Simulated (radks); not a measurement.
The numbers below are computed, except where a source is named.
Isoelectronic series with 40 electrons, all held in the configuration [Kr] 4d4, which need not be the ground one along the series. Code: a radial shooting solver on a logarithmic mesh with Libxc functionals. Model: scalar-relativistic Kohn-Sham, PBE, spin-polarised, spherical densities, finite nucleus; open shells are filled with parallel spins first (spin-orbit coupling, left out, can overturn this in heavy ions); Fermi nuclear charge, rms radius of each element as measured or else 0.836 A^(1/3) + 0.57 fm. Total energies (hartree) and mean radii <r> (bohr):

ion    E (hartree)   4d up  4p down
Pd6+   -5036.31958   1.160   0.9868
Te12+  -6745.89622  0.8290   0.7676
Cs15+   -7704.9174  0.7313   0.6917
Ce18+   -8735.0512  0.6556   0.6298
Pm21+   -9837.7109  0.5950   0.5781
Gd24+  -11014.4417  0.5451   0.5343
Ho27+  -12267.0608  0.5031   0.4965
Yb30+  -13597.4424  0.4674   0.4637

Estimate the row of In9+.

Answer. E (hartree) -5856.73301; 4d up 0.9622; 4p down 0.8629.
